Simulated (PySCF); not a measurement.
# Working out the ionisation energy of Zn⁺

Zn⁺ [Ar] 3d10 4s1 (2S) → Zn²⁺ [Ar] 3d10 (1S). Calculation: PySCF 2.14, in cc-pVTZ-DK (7s6p4d2f1g, 68 functions); scalar relativity by spin-free X2C-1e. Frozen: [Ar]. Energies in hartree (1 hartree = 27.21139 eV):

```json
{"part": "UHF", "Zn⁺ (lower)": "-1793.980580", "Zn²⁺ (upper)": "-1793.361079"}
{"part": "MP2 opposite-spin", "Zn⁺ (lower)": "-0.295647", "Zn²⁺ (upper)": "-0.276526"}
{"part": "MP2 same-spin", "Zn⁺ (lower)": "-0.173838", "Zn²⁺ (upper)": "-0.159597"}
```

**Question.** What does Hartree-Fock give?

**Answer.** (-1793.361079) − (-1793.980580) = 0.619501 hartree = 16.857 eV.

**Question.** What do MP2 and SCS-MP2 (6/5 opposite-spin, 1/3 same-spin) give?

**Answer.** The opposite-spin parts differ by 0.520 eV and the same-spin parts by 0.388 eV. MP2: 16.857 + (0.520) + (0.388) = 17.765 eV. SCS-MP2: 16.857 + 1.2 × (0.520) + (0.388)/3 = 17.610 eV.

Measured between the centres of the two terms (NIST): 17.964 eV, so MP2 (valence) is off by -0.199 eV.

What remains against the reference includes basis incompleteness, the frozen core and correlation beyond second order.
